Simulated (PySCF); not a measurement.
Compound: CH₆OSeSi.
Geometry (PBE0-D3(BJ)/def2-SVP, Å), atoms numbered from 1 in this order:
```
atom  x, y, z in Å
C1    -1.6094   -0.3607   -0.3845
O2    -0.2208   -0.4247   -0.5630
Si3    0.8651    0.6212    0.1333
Se4    2.9616   -0.2192   -0.0430
H5    -2.0562    0.4919   -0.9276
H6    -1.8897   -0.2711    0.6819
H7    -2.0587   -1.2853   -0.7772
H8     0.9190    1.9356   -0.5722
H9     0.4785    0.8225    1.5640
H10    2.6636   -1.3373    0.8655
```

Theory: PBE0-D3(BJ)/def2-SVP geometry optimisation, gas phase in PySCF 2.14.0.

Take the most abundant isotopes and a rigid rotor. The values belong to one conformer with, in the numbering `[CH3:1][O:2][SiH2:3][SeH:4]`, C1–O2–Si3–Se4 166°, O2–Si3–Se4–H -67°.

Give the principal moments of inertia and the rotational constants in MHz.

Ia = 36.04, Ib = 390.53, Ic = 413.04 u·Å²; 505379 MHz·u·Å²/I gives A = 14024, B = 1294, C = 1224 MHz.

Classify the top.

A near-prolate asymmetric top: κ = (2 × 1294 − 14024 − 1224)/(14024 − 1224) = -0.99.

What does the inertial defect say?

Not planar: Δ = Ic − Ia − Ib = -13.52 u·Å². For a rigid frame Δ = −2 Σ m c², so Σ m c² = 6.76 u·Å² lies off the ab plane: 6.23 from hydrogen and 0.54 from heavier atoms. The atom farthest from that plane is 1.30 Å away.

Give the other two planar moments, Paa and Pbb, and the rms extents of the mass along the axes.

Paa = Σ m a² = (Ib + Ic − Ia)/2 = 383.77 and Pbb = Σ m b² = (Ia + Ic − Ib)/2 = 29.28 u·Å². With the mass M = 141.94 u, the rms extents √(P/M) along a, b and c are 1.64, 0.45, 0.22 Å.

Which lines would a microwave search look for?

The dipole components are |μa| = 1.69 D, |μb| = 0.41 D, |μc| = 0.91 D. Intensities carry the squares of the components, which stand as 1.00 : 0.06 : 0.29 (a : b : c). Some lines, for components of 0.1 D or more:

```json
{"type": "a", "branch": "Q", "J(Ka,Kc)": "4(1,3) ← 4(1,4)", "MHz": "705", "lower level (cm⁻¹)": "1.254"}
{"type": "a", "branch": "R", "J(Ka,Kc)": "3(1,3) ← 2(1,2)", "MHz": "7447", "lower level (cm⁻¹)": "0.674"}
{"type": "a", "branch": "R", "J(Ka,Kc)": "3(2,1) ← 2(2,0)", "MHz": "7554", "lower level (cm⁻¹)": "1.955"}
{"type": "a", "branch": "R", "J(Ka,Kc)": "4(2,3) ← 3(2,2)", "MHz": "10070", "lower level (cm⁻¹)": "2.207"}
{"type": "a", "branch": "R", "J(Ka,Kc)": "4(3,1) ← 3(3,0)", "MHz": "10071", "lower level (cm⁻¹)": "4.336"}
{"type": "a", "branch": "R", "J(Ka,Kc)": "4(1,3) ← 3(1,2)", "MHz": "10211", "lower level (cm⁻¹)": "0.937"}
{"type": "c", "branch": "Q", "J(Ka,Kc)": "4(1,4) ← 4(0,4)", "MHz": "12416", "lower level (cm⁻¹)": "0.840"}
{"type": "c", "branch": "Q", "J(Ka,Kc)": "3(1,3) ← 3(0,3)", "MHz": "12555", "lower level (cm⁻¹)": "0.504"}
{"type": "c", "branch": "Q", "J(Ka,Kc)": "2(1,2) ← 2(0,2)", "MHz": "12659", "lower level (cm⁻¹)": "0.252"}
{"type": "b", "branch": "R", "J(Ka,Kc)": "1(1,1) ← 0(0,0)", "MHz": "15247", "lower level (cm⁻¹)": "0.000"}
{"type": "c", "branch": "Q", "J(Ka,Kc)": "4(2,3) ← 4(1,3)", "MHz": "37942", "lower level (cm⁻¹)": "1.277"}
{"type": "b", "branch": "Q", "J(Ka,Kc)": "4(2,3) ← 4(1,4)", "MHz": "38648", "lower level (cm⁻¹)": "1.254"}
{"type": "c", "branch": "R", "J(Ka,Kc)": "2(2,1) ← 1(1,1)", "MHz": "43365", "lower level (cm⁻¹)": "0.509"}
{"type": "b", "branch": "R", "J(Ka,Kc)": "4(2,3) ← 3(1,2)", "MHz": "48153", "lower level (cm⁻¹)": "0.937"}
{"type": "b", "branch": "Q", "J(Ka,Kc)": "3(3,0) ← 3(2,1)", "MHz": "63823", "lower level (cm⁻¹)": "2.207"}
{"type": "b", "branch": "R", "J(Ka,Kc)": "3(3,1) ← 2(2,0)", "MHz": "71377", "lower level (cm⁻¹)": "1.955"}
{"type": "c", "branch": "R", "J(Ka,Kc)": "3(3,0) ← 2(2,0)", "MHz": "71377", "lower level (cm⁻¹)": "1.955"}
{"type": "c", "branch": "R", "J(Ka,Kc)": "3(3,1) ← 2(2,1)", "MHz": "71377", "lower level (cm⁻¹)": "1.955"}
{"type": "b", "branch": "R", "J(Ka,Kc)": "3(3,0) ← 2(2,1)", "MHz": "71377", "lower level (cm⁻¹)": "1.955"}
{"type": "b", "branch": "R", "J(Ka,Kc)": "4(3,2) ← 3(2,1)", "MHz": "73894", "lower level (cm⁻¹)": "2.207"}
{"type": "c", "branch": "R", "J(Ka,Kc)": "4(3,1) ← 3(2,1)", "MHz": "73894", "lower level (cm⁻¹)": "2.207"}
{"type": "c", "branch": "R", "J(Ka,Kc)": "4(3,2) ← 3(2,2)", "MHz": "73896", "lower level (cm⁻¹)": "2.207"}
{"type": "c", "branch": "Q", "J(Ka,Kc)": "4(4,1) ← 4(3,1)", "MHz": "89353", "lower level (cm⁻¹)": "4.672"}
{"type": "c", "branch": "R", "J(Ka,Kc)": "4(4,0) ← 3(3,0)", "MHz": "99425", "lower level (cm⁻¹)": "4.336"}
```

No PBE0-D3(BJ)/def2-SVP frequencies stand behind this structure, so it isn't proved a minimum. No vibrational averaging or centrifugal distortion is included, and the geometry carries the error of its method. A rigid rotor knows nothing of internal rotation, which can split or shift real lines.

On an Arm Neoverse V2 with one thread, shared host with 96 logical CPUs at a one-minute load of 30, this took 59 s wall and 0.45 GiB of memory at its peak. That covers the optimisation of the geometry.
